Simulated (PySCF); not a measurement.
**C6H8N: g tensor and hyperfine couplings**

Compound: C₆H₈N (doublet state).
Geometry (GFN2-xTB, Å), atoms numbered from 1 in this order:
```
atom  x, y, z in Å
C1     2.6284    0.0045   -0.1767
C2     1.8231   -0.0055   -1.2326
N3     0.5649    0.5484   -1.2872
C4    -0.4124    0.2568   -0.5650
C5    -1.8045    0.8341   -0.5176
C6    -2.1137   -0.1962    0.5121
C7    -0.7463   -0.7833    0.4947
H8     3.6471   -0.3304   -0.2480
H9     2.3064    0.3942    0.7740
H10    2.1680   -0.3487   -2.2008
H11   -1.8533    1.8793   -0.1936
H12   -2.3596    0.7680   -1.4596
H13   -3.0237   -0.4942    0.9877
H14   -0.6594   -1.8245    0.1638
H15   -0.1694   -0.6947    1.4213
```

The hyperfine couplings belong to this conformer and change with its torsions.

Identity: `C=CN=C1C[CH]C1` [radical].

Method used: UKS B3LYP, pcH-1 on C H N, non-relativistic, mean-field spin-orbit, GIAO in PySCF. Isolated species at its GFN2-xTB geometry (one conformer only). The geometry wasn't refined by DFT: couplings that depend on bond lengths, twists or pyramidal angles can differ widely from those at the functional's own minimum. The frame is twisted about the C2–N3 bond at this geometry (dihedral C1–C2–N3–C4 = -59°); couplings at other torsion angles weren't computed. Stability of the SCF solution: not tested.

| Quantity | Value |
| --- | --- |
| g1, g2, g3 | 2.00217, 2.00285, 2.00296 |
| g_iso | 2.00266 |
| Form of g | close to axial: the two nearest values differ by 13 % of g3 − g1 |
| ⟨S²⟩ | 0.7545 (exact 0.7500) |
| α and β electrons | 26, 25 |
| Total energy | -288.09151 Eh |

Hyperfine couplings atom by atom, in 10⁻⁴ cm⁻¹; T1 to T3 are the principal values of the dipolar part (1 × 10⁻⁴ cm⁻¹ = 2.998 MHz):

```json
{"atom": "C1", "isotope": "13C", "a_iso": "-0.2", "T1": "-0.2", "T2": "0.0", "T3": "0.2", "Mulliken spin population": "0.00"}
{"atom": "C2", "isotope": "13C", "a_iso": "0.2", "T1": "-0.1", "T2": "0.0", "T3": "0.2", "Mulliken spin population": "0.00"}
{"atom": "N3", "isotope": "14N", "a_iso": "-0.3", "T1": "-0.4", "T2": "0.1", "T3": "0.2", "Mulliken spin population": "-0.01"}
{"atom": "C4", "isotope": "13C", "a_iso": "2.4", "T1": "-0.7", "T2": "0.0", "T3": "0.7", "Mulliken spin population": "0.02"}
{"atom": "C5", "isotope": "13C", "a_iso": "-11.8", "T1": "-1.0", "T2": "0.2", "T3": "0.7", "Mulliken spin population": "-0.09"}
{"atom": "C6", "isotope": "13C", "a_iso": "32.8", "T1": "-27.3", "T2": "-26.8", "T3": "54.1", "Mulliken spin population": "1.02"}
{"atom": "C7", "isotope": "13C", "a_iso": "-12.0", "T1": "-0.9", "T2": "0.2", "T3": "0.8", "Mulliken spin population": "-0.09"}
{"atom": "H8", "isotope": "1H", "a_iso": "0.0", "T1": "-0.1", "T2": "-0.1", "T3": "0.2", "Mulliken spin population": "0.00"}
{"atom": "H9", "isotope": "1H", "a_iso": "0.1", "T1": "-0.3", "T2": "-0.3", "T3": "0.6", "Mulliken spin population": "0.00"}
{"atom": "H10", "isotope": "1H", "a_iso": "-0.3", "T1": "-0.2", "T2": "-0.2", "T3": "0.4", "Mulliken spin population": "0.00"}
{"atom": "H11", "isotope": "1H", "a_iso": "40.6", "T1": "-1.6", "T2": "-1.3", "T3": "2.9", "Mulliken spin population": "0.05"}
{"atom": "H12", "isotope": "1H", "a_iso": "38.8", "T1": "-1.5", "T2": "-1.2", "T3": "2.7", "Mulliken spin population": "0.05"}
{"atom": "H13", "isotope": "1H", "a_iso": "-21.4", "T1": "-12.9", "T2": "-0.1", "T3": "13.0", "Mulliken spin population": "-0.04"}
{"atom": "H14", "isotope": "1H", "a_iso": "38.1", "T1": "-1.5", "T2": "-1.2", "T3": "2.7", "Mulliken spin population": "0.05"}
{"atom": "H15", "isotope": "1H", "a_iso": "40.5", "T1": "-1.6", "T2": "-1.3", "T3": "2.9", "Mulliken spin population": "0.05"}
```

The largest Mulliken spin populations are on C6 (+1.02), C5 (-0.09) and C7 (-0.09). No atom but C6 exceeds +0.15. The positive populations add up to 1.23 and the negative ones to -0.23, together 2S = 1. The angles at C6 add up to 359.5°, so it is planar; its axial dipolar tensor and the negative coupling of its proton fit spin in a p orbital normal to that plane.

Axes: g3 points within 3° of the C6–H13 bond.

Under fast tumbling the dipolar parts average out, and these isotropic splittings remain: 2 × 1H (H11/H12, I = 1/2, 3 lines) with 4.25 mT, 2 × 1H (H14/H15, I = 1/2, 3 lines) with 4.20 mT, 1 × 1H (H13, I = 1/2, 2 lines) with 2.29 mT, 1 × 1H (H10, I = 1/2, 2 lines) with 0.04 mT and 1 × 14N (N3, I = 1, 3 lines) with 0.03 mT.

Nuclei that the bonding pattern makes equivalent are averaged, as if the motion that swaps them (rotation, inversion, ring flip) were fast.

The 13C coupling of C6 (98.3 MHz) shows only in satellite lines or after enrichment, since that isotope makes up about 1.07 % of natural carbon.
